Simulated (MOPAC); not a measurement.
Input file for MOPAC: PM3 on CH6GeTe (SMILES C[Te][GeH3]), a point of a torsion scan.

```
PM3 1SCF PRECISE CHARGE=0 THREADS=1
CH6GeTe

C      1.72660257 1    -0.14398975 1     0.14275251 1
Te     0.46313557 1     0.87535034 1    -1.28964702 1
Ge    -1.64170447 1     0.15834938 1    -0.12382106 1
H      1.44663407 1    -1.18731956 1     0.21080453 1
H      2.74885651 1    -0.06920048 1    -0.20027757 1
H      1.64319515 1     0.31861662 1     1.11723453 1
H     -2.27829223 1     1.18797897 1     0.76932937 1
H     -1.40170565 1    -1.03352113 1     0.75497560 1
H     -2.73123420 1    -0.23648850 1    -1.07548437 1
```

Program output:

```
*******************************************************************************
 **                                                                           **
 **                              MOPAC v23.2.5                                **
 **                                                                           **
 *******************************************************************************
 ** MOPAC's Digital Object Identifier: https://doi.org/10.5281/zenodo.6511958 **
 **                                                                           **
 ** Please cite the open-source release paper for use of this MOPAC version:  **
 ** J. E. Moussa and J. J. P. Stewart (2026)                                  **
 ** MOPAC: An open-source semiempirical molecular orbital program             **
 ** J. Open Source Softw., 11(119), 8025, https://doi.org/10.21105/joss.08025 **
 *******************************************************************************

                              PM3 CALCULATION RESULTS

 *******************************************************************************
 *  PM3        - The PM3 Hamiltonian to be used
 *
 *
 *
 *                 CHARGE ON SYSTEM = 0
 *
 *
 *
 *  PRECISE    - TIGHTER CRITERIA TO BE USED
 *  1SCF       - DO 1 SCF AND THEN STOP
 *  THREADS=1  - MULTI-THREADING NOT USED
 *  T=         - A TIME OF 172800.0 SECONDS REQUESTED
 *  DUMP=N     - RESTART FILE WRITTEN EVERY 7200.0 SECONDS REQUESTED
 *******************************************************************************
PM3 1SCF PRECISE CHARGE=0 THREADS=1
 CH6GeTe

   ATOM   CHEMICAL          X               Y               Z
  NUMBER   SYMBOL      (ANGSTROMS)     (ANGSTROMS)     (ANGSTROMS)

     1       C          1.72660257  *  -0.14398975  *   0.14275251  *
     2      Te          0.46313557  *   0.87535034  *  -1.28964702  *
     3      Ge         -1.64170447  *   0.15834938  *  -0.12382106  *
     4       H          1.44663407  *  -1.18731956  *   0.21080453  *
     5       H          2.74885651  *  -0.06920048  *  -0.20027757  *
     6       H          1.64319515  *   0.31861662  *   1.11723453  *
     7       H         -2.27829223  *   1.18797897  *   0.76932937  *
     8       H         -1.40170565  *  -1.03352113  *   0.75497560  *
     9       H         -2.73123420  *  -0.23648850  *  -1.07548437  *



          CARTESIAN COORDINATES

    NO.       ATOM           X           Y           Z

     1         C          1.7266     -0.1440      0.1428
     2        Te          0.4631      0.8754     -1.2896
     3        Ge         -1.6417      0.1583     -0.1238
     4         H          1.4466     -1.1873      0.2108
     5         H          2.7489     -0.0692     -0.2003
     6         H          1.6432      0.3186      1.1172
     7         H         -2.2783      1.1880      0.7693
     8         H         -1.4017     -1.0335      0.7550
     9         H         -2.7312     -0.2365     -1.0755

  H: (PM3): J. J. P. STEWART, J. COMP. CHEM. 10, 209 (1989).
  C: (PM3): J. J. P. STEWART, J. COMP. CHEM. 10, 209 (1989).
 Ge: (PM3): J. J. P. STEWART, J. COMP. CHEM. 12, 320-341 (1991).
 Te: (PM3): J. J. P. STEWART, J. COMP. CHEM. 12, 320-341 (1991).

           Empirical Formula: C H6 Te Ge  =     9 atoms



      MOLECULAR POINT GROUP   :   C1


      RHF CALCULATION, NO. OF DOUBLY OCCUPIED LEVELS = 10


 -------------------------------------------------------------------------------
 PM3 1SCF PRECISE CHARGE=0 THREADS=1
 CH6GeTe



     1SCF WAS SPECIFIED, SO BFGS WAS NOT USED
     SCF FIELD WAS ACHIEVED


                              PM3 CALCULATION
                                                       MOPAC v23.2.5 Linux




          FINAL HEAT OF FORMATION =         29.53889 KCAL/MOL =     123.59072 KJ/MOL


          COSMO AREA              =        134.16 SQUARE ANGSTROMS
          COSMO VOLUME            =        129.87 CUBIC ANGSTROMS

          IONIZATION POTENTIAL    =          8.998445 EV
          HOMO LUMO ENERGIES (EV) =         -8.998 -2.256
          NO. OF FILLED LEVELS    =         10
          MOLECULAR WEIGHT        =        218.2484         POINT GROUP:  C1

          MOLECULAR DIMENSIONS (Angstroms)

            Atom       Atom       Distance
            H     9    H     5     5.55206
            H     8   Te     2     2.96960
            H     4    H     7     2.64789


          SCF CALCULATIONS        =          1





   ATOM   CHEMICAL          X               Y               Z
  NUMBER   SYMBOL      (ANGSTROMS)     (ANGSTROMS)     (ANGSTROMS)

     1       C          1.72660257  *  -0.14398975  *   0.14275251  *
     2      Te          0.46313557  *   0.87535034  *  -1.28964702  *
     3      Ge         -1.64170447  *   0.15834938  *  -0.12382106  *
     4       H          1.44663407  *  -1.18731956  *   0.21080453  *
     5       H          2.74885651  *  -0.06920048  *  -0.20027757  *
     6       H          1.64319515  *   0.31861662  *   1.11723453  *
     7       H         -2.27829223  *   1.18797897  *   0.76932937  *
     8       H         -1.40170565  *  -1.03352113  *   0.75497560  *
     9       H         -2.73123420  *  -0.23648850  *  -1.07548437  *

                             CARTESIAN COORDINATES

   1    C        1.726602570    -0.143989750     0.142752510
   2   Te        0.463135570     0.875350340    -1.289647020
   3   Ge       -1.641704470     0.158349380    -0.123821060
   4    H        1.446634070    -1.187319560     0.210804530
   5    H        2.748856510    -0.069200480    -0.200277570
   6    H        1.643195150     0.318616620     1.117234530
   7    H       -2.278292230     1.187978970     0.769329370
   8    H       -1.401705650    -1.033521130     0.754975600
   9    H       -2.731234200    -0.236488500    -1.075484370


           Empirical Formula: C H6 Te Ge  =     9 atoms



      MOLECULAR POINT GROUP   :   C1


                  EIGENVALUES
 -29.32489 -16.25435 -14.62154 -14.43959 -12.73113 -12.60447 -11.83338 -11.03777
 -10.03648  -8.99844  -2.25618  -0.84182   0.12163   0.12401   3.61173   3.98894
   4.08395   4.12935


              NET ATOMIC CHARGES AND DIPOLE CONTRIBUTIONS

  ATOM NO.   TYPE          CHARGE      No. of ELECS.   s-Pop       p-Pop
    1          C          -0.261145        4.2611     1.16136     3.09978
    2         Te           0.117449        5.8826     1.96885     3.91370
    3         Ge           0.166834        3.8332     0.60933     3.22384
    4          H           0.064480        0.9355     0.93552
    5          H           0.061852        0.9381     0.93815
    6          H           0.063282        0.9367     0.93672
    7          H          -0.070179        1.0702     1.07018
    8          H          -0.070841        1.0708     1.07084
    9          H          -0.071731        1.0717     1.07173
 DIPOLE           X         Y         Z       TOTAL
 POINT-CHG.     0.730     0.543    -0.806     1.215
 HYBRID        -0.210    -0.388     0.538     0.696
 SUM            0.520     0.155    -0.268     0.605


          ATOMIC ORBITAL ELECTRON POPULATIONS

     Atom    s        px        py        pz
    1  C   1.16136   1.02660   1.03929   1.03389
    2 Te   1.96885   0.99539   1.66273   1.25557
    3 Ge   0.60933   1.10277   1.05683   1.06424
    4  H   0.93552
    5  H   0.93815
    6  H   0.93672
    7  H   1.07018
    8  H   1.07084
    9  H   1.07173

 **********************
 *                    *
 * JOB ENDED NORMALLY *
 *                    *
 **********************




 == MOPAC DONE ==
```

The run finished.

Cost: roughly 0.05 core-seconds.
